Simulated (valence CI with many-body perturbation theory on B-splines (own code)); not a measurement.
**Ce36+: E2, M1 decay**

Method: valence CI with perturbative core correlation (CI+MBPT): four valence electrons over a frozen Dirac-Fock core [Ar], a basis of 9 s, 9 p, 10 d, 8 f, 5 g, 3 h, 1 i functions for each j, with the one-electron correlation potential Σ1, the two-electron term Σ2, the three-electron term Σ3, Breit, model QED; selected CI, second order for the rest (own B-spline code, finite nucleus).

No measured spectrum was set against this ion. As an estimate, large intervals hold to a few tenths of a per cent, small ones and those within an open d or f shell to about a per cent. Only levels of the ground parity were solved; by the run's estimate the other parity begins above the list, which can be wrong where configurations are misplaced.

Lines 51 to 100 of 120 in falling wavelength, among levels below 1037700 cm⁻¹, chosen from the decays that carry over 1 % of a level's rate. Wavelengths and rates use the calculated energies. Electric multipoles are in the length gauge, E1 and E2 with the static RPA response of the core. Weak lines are less certain than strong ones. Lines between different terms over intervals too small for the method are left out, as are lines whose strength nearly cancels. The highest levels of a list are the least certain.

Levels are named by their leading jj configuration (3d3/2^4 stands for four electrons in 3d with j = 3/2), which in mixed levels can hold well under half, so a name can repeat and another be missing. Letters in brackets count levels of one name in rising energy.

```csv
λ vac (Å),Upper,Lower,Type,A (s⁻¹),Branch %
541.7,(3d3/2^2 3d5/2^2) J=6,(3d3/2^3 3d5/2) J=4,E2,8.39e-01,1.8
541.7,(3d3/2 3d5/2^3) J=3 [a],(3d3/2^2 3d5/2^2) J=3 [a],M1,8.75e+04,37.7
541.1,(3d3/2^2 3d5/2^2) J=0 [a],(3d3/2^3 3d5/2) J=1,M1,2.50e+05,100.0
530.4,(3d3/2 3d5/2^3) J=5,(3d3/2^2 3d5/2^2) J=5,M1,3.18e+04,29.7
523.9,(3d3/2 3d5/2^3) J=3 [a],(3d3/2^2 3d5/2^2) J=2 [a],M1,1.12e+05,48.4
523.7,(3d3/2^2 3d5/2^2) J=1,(3d3/2^3 3d5/2) J=2,M1,1.10e+05,93.9
518.4,(3d3/2 3d5/2^3) J=2 [a],(3d3/2^2 3d5/2^2) J=2 [b],M1,3.31e+04,15.3
515.5,(3d3/2^2 3d5/2^2) J=4 [b],(3d3/2^3 3d5/2) J=3,M1,1.27e+04,74.1
514.2,(3d3/2 3d5/2^3) J=2 [a],(3d3/2^2 3d5/2^2) J=3 [b],M1,5.14e+04,23.9
508.6,(3d3/2 3d5/2^3) J=6,(3d3/2^2 3d5/2^2) J=5,M1,5.26e+04,54.1
500.7,(3d3/2 3d5/2^3) J=2 [b],(3d3/2 3d5/2^3) J=3 [a],M1,2.73e+04,15.7
497.8,(3d3/2 3d5/2^3) J=3 [b],(3d3/2^2 3d5/2^2) J=2 [b],M1,2.67e+04,17.6
497.7,(3d3/2^2 3d5/2^2) J=3 [b],(3d3/2^3 3d5/2) J=3,M1,6.34e+03,9.5
493.9,(3d3/2 3d5/2^3) J=3 [b],(3d3/2^2 3d5/2^2) J=3 [b],M1,5.33e+04,35.1
493.8,(3d3/2^2 3d5/2^2) J=2 [b],(3d3/2^3 3d5/2) J=3,M1,4.72e+02,1.9
483.0,(3d3/2^2 3d5/2^2) J=4 [c],(3d3/2^2 3d5/2^2) J=3 [a],M1,3.74e+04,30.4
477.5,(3d3/2 3d5/2^3) J=3 [b],(3d3/2^2 3d5/2^2) J=4 [b],M1,1.97e+04,13.0
476.8,(3d3/2^2 3d5/2^2) J=2 [a],(3d3/2^3 3d5/2) J=1,M1,1.10e+05,77.3
474.2,(3d3/2^2 3d5/2^2) J=4 [b],(3d3/2^3 3d5/2) J=4,M1,6.75e+02,3.9
474.2,(3d3/2 3d5/2^3) J=3 [c],(3d3/2 3d5/2^3) J=4 [a],M1,2.81e+04,23.2
468.3,(3d3/2 3d5/2^3) J=0,(3d3/2^2 3d5/2^2) J=1,M1,1.33e+05,85.7
467.1,(3d3/2 3d5/2^3) J=3 [c],(3d3/2^2 3d5/2^2) J=2 [c],M1,3.35e+04,27.7
459.1,(3d3/2^2 3d5/2^2) J=3 [b],(3d3/2^3 3d5/2) J=4,M1,5.51e+04,82.8
457.7,(3d3/2 3d5/2^3) J=1 [b],(3d3/2^2 3d5/2^2) J=2 [c],M1,5.00e+04,24.3
455.8,(3d3/2 3d5/2^3) J=4 [b],(3d3/2 3d5/2^3) J=4 [a],M1,8.01e+04,37.0
453.6,(3d3/2 3d5/2^3) J=1 [a],(3d3/2^2 3d5/2^2) J=2 [a],M1,1.03e+05,33.1
447.8,(3d3/2^2 3d5/2^2) J=4 [c],(3d3/2^2 3d5/2^2) J=4 [a],M1,6.84e+04,55.7
440.6,(3d3/2^2 3d5/2^2) J=3 [b],(3d3/2^3 3d5/2) J=2,M1,3.49e+03,5.2
437.5,(3d3/2^2 3d5/2^2) J=2 [b],(3d3/2^3 3d5/2) J=2,M1,1.04e+04,41.8
436.7,(3d3/2 3d5/2^3) J=5,(3d3/2^2 3d5/2^2) J=4 [a],M1,1.59e+04,14.8
433.8,(3d3/2 3d5/2^3) J=2 [a],(3d3/2^2 3d5/2^2) J=1,M1,3.98e+04,18.4
422.6,(3d3/2^2 3d5/2^2) J=2 [d],(3d3/2^2 3d5/2^2) J=2 [a],M1,9.56e+02,2.9
415.6,(3d3/2 3d5/2^3) J=2 [b],(3d3/2^2 3d5/2^2) J=2 [c],M1,4.47e+04,25.7
407.5,(3d3/2 3d5/2^3) J=1 [a],(3d3/2^2 3d5/2^2) J=0 [a],M1,1.17e+05,37.7
371.2,(3d3/2 3d5/2^3) J=2 [a],(3d3/2^2 3d5/2^2) J=3 [a],M1,6.69e+04,31.1
370.7,(3d3/2^2 3d5/2^2) J=2 [c],(3d3/2^3 3d5/2) J=3,M1,1.36e+05,78.7
366.3,(3d3/2 3d5/2^3) J=4 [a],(3d3/2^3 3d5/2) J=3,M1,2.91e+04,21.7
360.5,(3d3/2 3d5/2^3) J=3 [b],(3d3/2^2 3d5/2^2) J=3 [a],M1,1.74e+04,11.4
352.6,(3d3/2 3d5/2^3) J=3 [b],(3d3/2^2 3d5/2^2) J=2 [a],M1,3.77e+03,2.5
350.0,(3d3/2 3d5/2^3) J=1 [b],(3d3/2^2 3d5/2^2) J=2 [b],M1,4.21e+03,2.0
345.0,(3d3/2 3d5/2^3) J=3 [c],(3d3/2^2 3d5/2^2) J=4 [b],M1,5.38e+03,4.4
343.1,(3d3/2 3d5/2^3) J=4 [b],(3d3/2^2 3d5/2^2) J=3 [b],M1,3.70e+04,17.1
341.9,(3d3/2^2 3d5/2^2) J=2 [b],(3d3/2^3 3d5/2) J=1,M1,9.82e+03,39.5
340.5,(3d3/2 3d5/2^3) J=3 [b],(3d3/2^2 3d5/2^2) J=4 [a],M1,2.33e+04,15.3
338.0,(3d3/2^2 3d5/2^2) J=2 [c],(3d3/2^3 3d5/2) J=2,M1,2.53e+04,14.6
324.8,(3d3/2 3d5/2^3) J=2 [b],(3d3/2^2 3d5/2^2) J=2 [b],M1,6.82e+03,3.9
323.2,(3d3/2 3d5/2^3) J=2 [b],(3d3/2^2 3d5/2^2) J=3 [b],M1,2.21e+04,12.7
321.9,(3d3/2 3d5/2^3) J=3 [a],(3d3/2^3 3d5/2) J=3,M1,5.87e+03,2.5
309.3,(3d3/2 3d5/2^3) J=1 [b],(3d3/2^2 3d5/2^2) J=1,M1,2.60e+04,12.6
304.7,(3d3/2^2 3d5/2^2) J=0 [b],(3d3/2^2 3d5/2^2) J=1,M1,3.08e+04,35.3
```
